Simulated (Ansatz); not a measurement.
Calculated with Ansatz (gas phase, PBE0-D4/def2-TZVP geometries, no zero-point term in ΔE). CCSD(T)/CBS is the MP2 limit (def2-TZVPP, def2-QZVPP) plus CCSD(T) − MP2 in def2-TZVPP, frozen cores. Functionals use def2-TZVPP. B3LYP here is the variant with VWN-RPA as its local correlation; programs differ in this. def2 core potentials past Kr. For Sn outer-core shells are correlated without core-valence functions, which leaves a few kJ/mol of doubt a bond. One conformer a species, not always the lowest.

`C[S][SnH2][S]C` + `CO[SiH](F)[SiH3]` → `C[O][SnH2][S]C` + `CS[SiH](F)[SiH3]`  (redistribution)

(1) Is it downhill or uphill in electronic energy at CCSD(T)/CBS, and by how much? (Estimate.)

(2) What do these levels give: r2SCAN-D4, B2PLYP, PBE, B3LYP, MP2/def2-TZVPP, SCS-MP2/def2-TZVPP? (Best estimate.)

Largest T1 diagnostic among the species: 0.013.

## Answers

(1) Computed: Uphill: ΔE = +0.88 eV.

(2) Computed: r2SCAN-D4 0.84, B2PLYP 0.88, PBE 0.77, B3LYP 0.88, MP2/def2-TZVPP 0.91, SCS-MP2/def2-TZVPP 0.90 eV.

From PBE to PBE0 (25 % exact exchange), in def2-TZVPP and without D4, ΔE moves by +0.07 eV. In def2-TZVPP, CCSD(T) changes the Hartree–Fock value by −0.11 eV (the triples alone add −0.02 eV) and MP2 by −0.10 eV.
